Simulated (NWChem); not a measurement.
Everything below was run with NWChem. System: H3FSi, charge 0, spin multiplicity 1, at a geometry optimised with PBE0/def2-SVP. The structure started from a generated list of species. Level: TD-PBE/def2-SVPD.

Input file:

```
start mol
memory heap 200 mb stack 900 mb global 1100 mb
geometry units angstroms nocenter noautoz
  Si     0.494022    -0.116909     0.000000
  F     -1.086863     0.257199     0.000000
  H      0.792645    -0.912779     1.222371
  H      0.792645    -0.912779    -1.222371
  H      1.280178     1.147499     0.000000
  symmetry group Cs
end
basis spherical
  * library def2-svpd
end
dft
  xc xpbe96 cpbe96
  semidirect memsize 60000000 filesize 0
  iterations 100
end
tddft
  rpa
  nroots 8
  notriplet
  thresh 1e-4
end
task tddft energy
```

NWChem printed:

```
             Northwest Computational Chemistry Package (NWChem) 7.3.0
             --------------------------------------------------------

                                NWChem Input Module
                                -------------------

 Scaling coordinates for geometry "geometry" by  1.889725989
 (inverse scale =  0.529177249)

 Turning off AUTOSYM since
 SYMMETRY directive was detected!

                             Geometry "geometry" -> ""
                             -------------------------

 Output coordinates in angstroms (scale by  1.889725989 to convert to a.u.)

  No.       Tag          Charge          X              Y              Z
 ---- ---------------- ---------- -------------- -------------- --------------
    1 Si                  14.0000     0.49402200    -0.11690900     0.00000000
    2 F                    9.0000    -1.08686300     0.25719900     0.00000000
    3 H                    1.0000     0.79264500    -0.91277900     1.22237100
    4 H                    1.0000     0.79264500    -0.91277900    -1.22237100
    5 H                    1.0000     1.28017800     1.14749900     0.00000000

 Effective nuclear repulsion energy (a.u.)      62.2696871788

            Nuclear Dipole moment (a.u.)
            ----------------------------
        X                 Y               Z
 ---------------- ---------------- ----------------
     0.0000170075     0.0000113384     0.0000000000

      Symmetry information
      --------------------

 Group name             Cs
 Group number              2
 Group order               2
 No. of unique centers     4

      Symmetry unique atoms

     1    2    3    5


 Summary of "ao basis" -> "" (spherical)
 ------------------------------------------------------------------------------
       Tag                 Description            Shells   Functions and Types
 ---------------- ------------------------------  ------  ---------------------
 *                         def2-svpd                  on all atoms

  pbe96 is a nonlocal functional; adding pw91lda local functional.

                                 NWChem DFT Module
                                 -----------------

 Summary of "ao basis" -> "ao basis" (spherical)
 ------------------------------------------------------------------------------
       Tag                 Description            Shells   Functions and Types
 ---------------- ------------------------------  ------  ---------------------
 Si                        def2-svpd                10       24   5s3p2d
 F                         def2-svpd                 9       23   4s3p2d
 H                         def2-svpd                 4        8   2s2p

 Summary of "ao basis" -> "ao basis" (spherical)
 ------------------------------------------------------------------------------
       Tag                 Description            Shells   Functions and Types
 ---------------- ------------------------------  ------  ---------------------
 Si                        def2-svpd                10       24   5s3p2d
 F                         def2-svpd                 9       23   4s3p2d
 H                         def2-svpd                 4        8   2s2p

      Symmetry analysis of basis
      --------------------------

        a'         47
        a"         24

            General Information
            -------------------
          SCF calculation type: DFT
          Wavefunction type:  closed shell.
          No. of atoms     :     5
          No. of electrons :    26
           Alpha electrons :    13
            Beta electrons :    13
          Charge           :     0
          Spin multiplicity:     1
          Use of symmetry is: off; symmetry adaption is: on
          Maximum number of iterations: 100
          AO basis - number of functions:    71
                     number of shells:    31
          Convergence on energy requested:  1.00D-06
          Convergence on density requested:  1.00D-05
          Convergence on gradient requested:  5.00D-04

              XC Information
              --------------
          PerdewBurkeErnzerhof Exchange Functional  1.000
            Perdew 1991 LDA Correlation Functional  1.000 local
           PerdewBurkeErnz. Correlation Functional  1.000 non-local

             Grid Information
             ----------------
          Grid used for XC integration:  medium
          Radial quadrature: Mura-Knowles
          Angular quadrature: Lebedev.
          Tag              B.-S. Rad. Rad. Pts. Rad. Cut. Ang. Pts.
          ---              ---------- --------- --------- ---------
          Si                  1.10       88           8.0       590
          F                   0.50       49           9.0       434
          H                   0.35       45          10.0       434
          Grid pruning is: on
          Number of quadrature shells:   272
          Spatial weights used:  Erf1

          Convergence Information
          -----------------------
          Convergence aids based upon iterative change in
          total energy or number of iterations.
          Levelshifting, if invoked, occurs when the
          HOMO/LUMO gap drops below (HL_TOL):  1.00D-02
          DIIS, if invoked, will attempt to extrapolate
          using up to (NFOCK): 10 stored Fock matrices.

                    Damping( 0%)  Levelshifting(0.5)       DIIS
                  --------------- ------------------- ---------------
          dE  on:    start            ASAP                start
          dE off:    2 iters        100 iters           100 iters

      Screening Tolerance Information
[...]
    6     80       0     0.26E-02   0.15E-04        2.1
    7     96       3     0.12E-02   0.35E-05        2.2
    8    106       5     0.55E-03   0.67E-06        1.6
    9    112       5     0.25E-03   0.11E-06        1.2
   10    118       7     0.11E-03   0.18E-07        1.2
   11    120       8     0.68E-04   0.37E-08        0.8
  ----  ------  ------  ---------  ---------  ---------
  Convergence criterion met

  Ground state a'       -390.762275125597 a.u.

  ----------------------------------------------------------------------------
  Root   1 singlet a'             0.273442167 a.u.                7.4407 eV
  ----------------------------------------------------------------------------
     Transition Moments    X -0.03096   Y -0.13083   Z -0.00000
     Transition Moments   XX  0.24023  XY  0.43100  XZ  0.00001
     Transition Moments   YY -0.64783  YZ  0.00000  ZZ  0.40757
     Dipole Oscillator Strength                    0.0032948799
     Electric Quadrupole                           0.0000000553
     Magnetic Dipole                               0.0000047625
     Total Oscillator Strength                     0.0032996976

          sigma_e =   1.9866 Angstrom
          sigma_h =   1.5869 Angstrom
         |d_h->e| =   0.4561 Angstrom
            d_exc =   2.5924 Angstrom
            d_CD1 =   0.8559 Angstrom
            d_CD2 =  -1.3306 Angstrom
            d_CD3 =   3.0486 Angstrom
     Pearson C.C. =  -0.0076

     Occ.   13  a'  ---  Virt.   14  a'  -0.99818 X
  ----------------------------------------------------------------------------
  Root   2 singlet a"             0.273444436 a.u.                7.4408 eV
  ----------------------------------------------------------------------------
     Transition Moments    X  0.00000   Y  0.00000   Z -0.13443
     Transition Moments   XX -0.00000  XY -0.00000  XZ  0.66244
     Transition Moments   YY  0.00001  YZ  0.26207  ZZ -0.00000
     Dipole Oscillator Strength                    0.0032943514
     Electric Quadrupole                           0.0000000553
     Magnetic Dipole                               0.0000047626
     Total Oscillator Strength                     0.0032991693

          sigma_e =   1.9866 Angstrom
          sigma_h =   1.5869 Angstrom
         |d_h->e| =   0.4561 Angstrom
            d_exc =   2.5924 Angstrom
            d_CD1 =   0.8559 Angstrom
            d_CD2 =  -1.3306 Angstrom
            d_CD3 =   3.0485 Angstrom
     Pearson C.C. =  -0.0076

     Occ.   12  a"  ---  Virt.   14  a'  -0.99818 X
  ----------------------------------------------------------------------------
  Root   3 singlet a'             0.315750729 a.u.                8.5920 eV
  ----------------------------------------------------------------------------
     Transition Moments    X  0.13643   Y  0.57660   Z  0.00001
     Transition Moments   XX  0.88802  XY  1.90133  XZ  0.00001
     Transition Moments   YY  0.21132  YZ -0.00001  ZZ -1.09945
     Dipole Oscillator Strength                    0.0739017798
     Electric Quadrupole                           0.0000007772
     Magnetic Dipole                               0.0000000642
     Total Oscillator Strength                     0.0739026211

          sigma_e =   2.8401 Angstrom
          sigma_h =   1.5856 Angstrom
         |d_h->e| =   0.7906 Angstrom
            d_exc =   3.3601 Angstrom
            d_CD1 =   2.0451 Angstrom
            d_CD2 =  -1.4223 Angstrom
            d_CD3 =   4.1507 Angstrom
     Pearson C.C. =  -0.0095

     Occ.   12  a"  ---  Virt.   17  a"   0.10470 X
     Occ.   13  a'  ---  Virt.   15  a'   0.98325 X
     Occ.   13  a'  ---  Virt.   16  a'  -0.10469 X
     Occ.   13  a'  ---  Virt.   18  a'  -0.08314 X
  ----------------------------------------------------------------------------
  Root   4 singlet a"             0.315753387 a.u.                8.5921 eV
  ----------------------------------------------------------------------------
     Transition Moments    X -0.00000   Y -0.00000   Z  0.59254
     Transition Moments   XX -0.00001  XY -0.00002  XZ  1.54849
     Transition Moments   YY -0.00000  YZ -1.49617  ZZ  0.00001
     Dipole Oscillator Strength                    0.0739079981
     Electric Quadrupole                           0.0000007772
     Magnetic Dipole                               0.0000000642
     Total Oscillator Strength                     0.0739088395

          sigma_e =   2.8401 Angstrom
          sigma_h =   1.5856 Angstrom
         |d_h->e| =   0.7905 Angstrom
            d_exc =   3.3601 Angstrom
            d_CD1 =   2.0450 Angstrom
            d_CD2 =  -1.4223 Angstrom
            d_CD3 =   4.1507 Angstrom
     Pearson C.C. =  -0.0095

     Occ.   12  a"  ---  Virt.   15  a'   0.98324 X
     Occ.   12  a"  ---  Virt.   16  a'   0.10476 X
     Occ.   12  a"  ---  Virt.   18  a'  -0.08314 X
     Occ.   13  a'  ---  Virt.   17  a"   0.10474 X
  ----------------------------------------------------------------------------
  Root   5 singlet a"             0.329325701 a.u.                8.9614 eV
  ----------------------------------------------------------------------------
     Transition Moments    X  0.00000   Y  0.00000   Z  0.00001
     Transition Moments   XX  0.00000  XY -0.00000  XZ  0.00004
     Transition Moments   YY -0.00000  YZ -0.00003  ZZ -0.00000
     Dipole Oscillator Strength                    0.0000000000
     Electric Quadrupole                           0.0000000000
     Magnetic Dipole                               0.0000080098
     Total Oscillator Strength                     0.0000080098

          sigma_e =   2.1596 Angstrom
          sigma_h =   1.6331 Angstrom
         |d_h->e| =   0.1384 Angstrom
            d_exc =   2.5995 Angstrom
            d_CD1 =   0.6649 Angstrom
            d_CD2 =  -1.7580 Angstrom
            d_CD3 =   2.7379 Angstrom
     Pearson C.C. =   0.0840

     Occ.   12  a"  ---  Virt.   16  a'   0.70681 X
     Occ.   13  a'  ---  Virt.   17  a"  -0.70680 X
  ----------------------------------------------------------------------------
  Root   6 singlet a'             0.337788736 a.u.                9.1917 eV
  ----------------------------------------------------------------------------
     Transition Moments    X -0.18548   Y  0.04358   Z  0.00000
     Transition Moments   XX  0.04561  XY -0.21501  XZ -0.00000
     Transition Moments   YY -0.80810  YZ -0.00000  ZZ -0.85932
     Dipole Oscillator Strength                    0.0081747376
     Electric Quadrupole                           0.0000000625
     Magnetic Dipole                               0.0000000000
     Total Oscillator Strength                     0.0081748001

          sigma_e =   2.2330 Angstrom
          sigma_h =   1.6284 Angstrom
         |d_h->e| =   0.1651 Angstrom
            d_exc =   2.9235 Angstrom
            d_CD1 =   0.7697 Angstrom
            d_CD2 =  -1.7656 Angstrom
            d_CD3 =   3.0886 Angstrom
     Pearson C.C. =  -0.1212

     Occ.    9  a'  ---  Virt.   14  a'  -0.06149 X
     Occ.    9  a'  ---  Virt.   15  a'   0.09879 X
     Occ.   12  a"  ---  Virt.   17  a"  -0.69289 X
     Occ.   12  a"  ---  Virt.   19  a"   0.08267 X
     Occ.   13  a'  ---  Virt.   16  a'  -0.69331 X
     Occ.   13  a'  ---  Virt.   20  a'  -0.08266 X
  ----------------------------------------------------------------------------
  Root   7 singlet a'             0.345583804 a.u.                9.4038 eV
  ----------------------------------------------------------------------------
     Transition Moments    X -0.17355   Y -0.73367   Z  0.00001
     Transition Moments   XX -1.10823  XY -2.18675  XZ  0.00004
     Transition Moments   YY  1.30816  YZ -0.00001  ZZ -0.19938
     Dipole Oscillator Strength                    0.1309517098
     Electric Quadrupole                           0.0000013784
     Magnetic Dipole                               0.0000019739
     Total Oscillator Strength                     0.1309550621

          sigma_e =   2.2881 Angstrom
          sigma_h =   1.6210 Angstrom
         |d_h->e| =   0.4819 Angstrom
            d_exc =   2.8470 Angstrom
            d_CD1 =   1.1490 Angstrom
            d_CD2 =  -1.4726 Angstrom
            d_CD3 =   3.3289 Angstrom
     Pearson C.C. =  -0.0014

     Occ.   10  a"  ---  Virt.   17  a"   0.09706 X
     Occ.   11  a'  ---  Virt.   14  a'  -0.30904 X
     Occ.   11  a'  ---  Virt.   16  a'  -0.09707 X
     Occ.   12  a"  ---  Virt.   17  a"   0.63295 X
     Occ.   13  a'  ---  Virt.   15  a'  -0.11182 X
     Occ.   13  a'  ---  Virt.   16  a'  -0.63250 X
     Occ.   13  a'  ---  Virt.   18  a'   0.24294 X
     Occ.   13  a'  ---  Virt.   23  a'  -0.05000 X
  ----------------------------------------------------------------------------
  Root   8 singlet a"             0.345585282 a.u.                9.4039 eV
  ----------------------------------------------------------------------------
     Transition Moments    X -0.00000   Y -0.00001   Z -0.75391
     Transition Moments   XX -0.00002  XY -0.00004  XZ -2.47525
     Transition Moments   YY  0.00002  YZ  0.38059  ZZ -0.00000
     Dipole Oscillator Strength                    0.1309507950
     Electric Quadrupole                           0.0000013784
     Magnetic Dipole                               0.0000019740
     Total Oscillator Strength                     0.1309541475

          sigma_e =   2.2880 Angstrom
          sigma_h =   1.6209 Angstrom
         |d_h->e| =   0.4821 Angstrom
            d_exc =   2.8470 Angstrom
            d_CD1 =   1.1492 Angstrom
            d_CD2 =  -1.4724 Angstrom
            d_CD3 =   3.3291 Angstrom
     Pearson C.C. =  -0.0014

     Occ.   10  a"  ---  Virt.   14  a'  -0.30909 X
     Occ.   10  a"  ---  Virt.   16  a'   0.09708 X
     Occ.   11  a'  ---  Virt.   17  a"   0.09707 X
     Occ.   12  a"  ---  Virt.   15  a'  -0.11189 X
     Occ.   12  a"  ---  Virt.   16  a'   0.63270 X
     Occ.   12  a"  ---  Virt.   18  a'   0.24293 X
     Occ.   12  a"  ---  Virt.   23  a'  -0.05001 X
     Occ.   13  a'  ---  Virt.   17  a"   0.63272 X

              Target root =      1
          Target symmetry = none
      Ground state energy =   -390.762275125597
        Excitation energy =      0.273442166701
     Excited state energy =   -390.488832958896

  stored tddft:energy   -390.48883295889596

 Task  times  cpu:       19.3s     wall:       19.3s

 Total times  cpu:       19.3s     wall:       19.3s
```
